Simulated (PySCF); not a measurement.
Ionisation energy of P²⁺ by level of theory

P²⁺ [Ne] 3s2 3p1 (2P) → P³⁺ [Ne] 3s2 (1S), as a difference of total energies. Computed with PySCF 2.14 in x2c-QZVPPall, with scalar relativity by spin-free X2C-1e. Correlated levels: valence and next inner shell: 1s2 frozen. The calculations carry no spin-orbit coupling.

```tsv
method	ionisation energy (eV)	plus first-order spin-orbit estimate	error of that sum (eV)
UHF	29.580	29.622	-0.581
MP2 (valence and next inner shell)	29.926	29.968	-0.235
SCS-MP2 (valence and next inner shell)	29.915	29.957	-0.246
CCSD (valence and next inner shell)	30.043	30.085	-0.118
CCSD(T) (valence and next inner shell)	30.070	30.111	-0.092
```

Reference: 30.203 eV (measured; NIST Atomic Spectra Database, ionization energies).

A first-order spin-orbit estimate (lowest level to lowest level, LS coupling) adds 0.041 eV.

Errors of the correlated levels include the incompleteness of this basis and the frozen core.
